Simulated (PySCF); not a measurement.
**Dipole response of Si⁺ (silicon, charge +1)**

[Ne] 3s2 3p1, 2P determinant. Computed with PySCF 2.14 in dyall-acv3z (19s12p6d4f, 113 functions), with the non-relativistic Hamiltonian (point nucleus). Coupled (time-dependent) response in atomic units; α is the mean over directions.

| method | mean α (bohr³) | α xx, yy, zz | C₆ (like pair) | S(−4) |
| --- | --- | --- | --- | --- |
| revPBE | 19.28 | 18.63, 20.57, 18.63 | 102.3 | 153.3 |

S(−4) is the Cauchy moment in α(ω) = α(0) + S(−4) ω² + …

α(iu) at revPBE:

```
u (hartree)  α(iu) (bohr³)
          0          19.28
     0.0500          18.90
      0.100          17.87
      0.200          14.70
      0.300          11.41
      0.500          6.754
      0.750          3.850
       1.00          2.460
       1.50          1.277
       2.00         0.8078
       3.00         0.4373
       5.00         0.2107
```

For an ion, C₆ is the dispersion term alone; charge-induced terms of lower order in 1/R come first.

The components differ because the open shell of this determinant is not spherical; for a pure term their mean is the scalar polarisability.
